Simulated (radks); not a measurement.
Question: All-electron atom: Sr+ in [Kr] 5s1. Calculated with a radial shooting solver on a logarithmic mesh with Libxc functionals: Dirac Kohn-Sham, LDA (Slater exchange, Perdew-Wang correlation), spin-unpolarised, spherical densities, point nucleus. Some entries of the table are withheld. Estimate them.

orbital  occ.  eigenvalue (eV)  <1/r> (bohr^-1)  r(max) (bohr)
1s1/2       2        -15912.98            38.95        0.02556
2s1/2       2        -2160.434              (1)         0.1454
2p1/2       2        -1968.312            8.746            (2)
2p3/2       4        -1900.030            8.406            (3)
3s1/2       2        -339.0235            2.930         0.4365
3p1/2       2        -269.2324            2.824         0.4250
3p3/2       4        -258.7411            2.741         0.4340
3d3/2       4        -135.7379            2.520         0.3740
3d5/2       6        -133.9055            2.499         0.3768
4s1/2       2         -47.3103           0.9980          1.187
4p1/2       2         -30.0214           0.8686            (4)
4p3/2       4         -28.8314           0.8467            (5)
5s1/2       1              (6)           0.3329          3.390
4d3/2       0          -7.0322           0.4814          2.015
4d5/2       0          -6.9659           0.4771          2.033
5p1/2       0              (7)              (8)          4.187
5p3/2       0              (9)             (10)          4.262

Answer: 
(1) 2s1/2 <1/r> (bohr^-1): 8.767
(2) 2p1/2 r(max) (bohr): 0.1137
(3) 2p3/2 r(max) (bohr): 0.1172
(4) 4p1/2 r(max) (bohr): 1.304
(5) 4p3/2 r(max) (bohr): 1.332
(6) 5s1/2 eigenvalue (eV): -8.5813
(7) 5p1/2 eigenvalue (eV): -5.6343
(8) 5p1/2 <1/r> (bohr^-1): 0.2683
(9) 5p3/2 eigenvalue (eV): -5.5164
(10) 5p3/2 <1/r> (bohr^-1): 0.2640
